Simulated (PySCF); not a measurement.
`CCC(F)(F)C(F)=C(F)F` in a uniform electric field

C₅H₅F₅.
Cartesian coordinates in Å at the PBE0-D3(BJ)/def2-SVP level; atoms count from 1:
```
atom  x, y, z in Å
C1     2.2719   -0.0184    0.3638
C2     0.8302   -0.3481    0.7085
C3    -0.1334    0.1549   -0.3420
F4     0.0248    1.4969   -0.5125
F5     0.1678   -0.3997   -1.5500
C6    -1.5747   -0.1324   -0.0078
F7    -1.8105   -0.8295    1.1043
C8    -2.6057    0.2609   -0.7561
F9    -2.4714    0.9443   -1.8570
F10   -3.8529    0.0109   -0.4719
H11    2.4183    1.0678    0.2837
H12    2.9487   -0.4007    1.1403
H13    2.5590   -0.4707   -0.5958
H14    0.6794   -1.4341    0.8032
H15    0.5364    0.0960    1.6716
```

Level: PBE0/def2-SVPD (PySCF); nuclei fixed, core orbitals frozen in the response. Permanent dipole (0.935, -0.628, 1.338) D (1 au = 2.5417 D). Static polarisability (au):

```
x   80.02 -2.26  7.07
y   -2.26 54.52 -4.88
z    7.07 -4.88 60.61
```

Only the terms in μ and α are kept: μ(F) = μ + αF and ΔE = −μ·F − ½ F·αF.

(1) A field of 0.002 au (0.103 V/Å) is applied along each axis in both senses. Find the induced dipole, the size of the total dipole and the two energy terms.

(2) For the field (0.0012, 0.0006, -0.0016) au, what is the induced dipole, and what angle does it make with the field?

(3) At what field along the permanent dipole would the induced dipole along it equal the permanent one, in this linear picture?

(4) What field makes μF equal to kT at 200 K?

(5) Induction energy −ᾱe²/2R⁴ of a unit charge at 7 Å, the molecule taken as a point?

Results:

(1) 
```
field along  induced x (D)  induced y (D)  induced z (D)  total size (D)  −μ·F (kJ/mol)  −½F·αF (kJ/mol)
         +x          0.407         -0.011          0.036           2.024         -1.932           -0.420
         −x         -0.407          0.011         -0.036           1.534         +1.932           -0.420
         +y         -0.011          0.277         -0.025           1.643         +1.297           -0.286
         −y          0.011         -0.277          0.025           1.890         -1.297           -0.286
         +z          0.036         -0.025          0.308           2.020         -2.764           -0.318
         −z         -0.036          0.025         -0.308           1.494         +2.764           -0.318
```

(2) αF = (0.212, 0.096, -0.232) D, at 5.3° to the field. The polarisability along this direction, F·αF/F², is 61.69 au, against a mean of 65.05 au.

(3) The polarisability along the dipole is 74.70 au, so F = 0.6881 au / 74.70 au = 0.0092 au = 0.47 V/Å; higher-order terms are ignored.

(4) kT = 0.6334 × 10⁻³ Eh, so F = 0.00092 au = 4.73 MV/cm.

(5) R = 13.23 bohr, so the energy is −65.1/(2 × 13.23⁴) Eh = -2.79 kJ/mol. The charge–dipole term at its most favourable orientation, −μe/R², is -10.3 kJ/mol.

One conformer (not necessarily the lowest) at the PBE0-D3(BJ)/def2-SVP geometry, without solvent, vibrations or thermal averaging.
